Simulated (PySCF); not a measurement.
**KSr⁻ at M06-2X**

Level: M06-2X. basis K def2-SVPD, Sr def2-SVPD with ECP28; scalar-relativistic core potentials; PySCF 2.14.

* state: ¹Σ⁺ (singlet), closed shell
* bond length: 465.2 pm
* harmonic wavenumber: 52.9 cm⁻¹
* force constant: 0.0445 mdyn/Å
* rotational constant Be: 0.02885 cm⁻¹
* anharmonicity ωexe: 0.284 cm⁻¹
* vibration–rotation constant αe: 0.000204 cm⁻¹
* well depth De to K⁻ + Sr: 36 kJ/mol
* dissociation energy D0: 36 kJ/mol
* HOMO–LUMO gap: 2.03 eV
* bond order (Mayer): 0.87
* dipole moment (positive dipole points towards Sr; it is taken about the centre of mass and depends on that origin): 6.92 D

Closed-shell solutions of metal pairs were not tested for spin polarisation, which can lower them a little. The bond is weak. Basis-set superposition, not corrected here, can be much of De in a small basis, most of all at correlated wavefunction levels. For an ion De counts to the pair picked by the measured ionisation energies or electron affinities, which need not be the lowest pair at this level.
